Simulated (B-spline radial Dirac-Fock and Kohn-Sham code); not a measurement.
## X-ray form factors of lead in several charge states

Level of theory: relativistic Hartree-Fock (Dirac-Fock) wave functions, averaged over the configuration; a B-spline atomic structure program.

Configurations: Pb⁶⁹⁺ [Ne] 3s2 3p1; Pb⁷⁰⁺ [Ne] 3s2; Pb⁷³⁺ [He] 2s2 2p5; Pb⁷⁵⁺ [He] 2s2 2p3. The first column is f₀ of Pb⁶⁹⁺, the others are differences from it.

```
s (Å⁻¹)   Pb⁶⁹⁺  Δ Pb⁷⁰⁺  Δ Pb⁷³⁺  Δ Pb⁷⁵⁺
      0  13.000   -1.000   -4.000   -6.000
   0.05  12.998   -0.999   -3.998   -5.998
    0.1  12.991   -0.998   -3.993   -5.992
   0.15  12.979   -0.995   -3.985   -5.983
    0.2  12.963   -0.991   -3.973   -5.970
   0.25  12.942   -0.986   -3.957   -5.953
    0.3  12.917   -0.981   -3.939   -5.933
   0.35  12.888   -0.974   -3.917   -5.909
    0.4  12.853   -0.966   -3.892   -5.881
   0.45  12.815   -0.957   -3.864   -5.850
    0.5  12.773   -0.947   -3.832   -5.816
    0.6  12.675   -0.924   -3.761   -5.737
    0.7  12.562   -0.898   -3.678   -5.646
    0.8  12.434   -0.869   -3.586   -5.543
    0.9  12.292   -0.837   -3.484   -5.430
      1  12.138   -0.802   -3.374   -5.308
    1.1  11.972   -0.765   -3.256   -5.177
    1.2  11.796   -0.727   -3.133   -5.039
    1.4  11.419   -0.646   -2.872   -4.746
    1.6  11.016   -0.562   -2.602   -4.439
```

Values without a named source are computed, but for edge energies of neutral atoms, which are taken from tables.
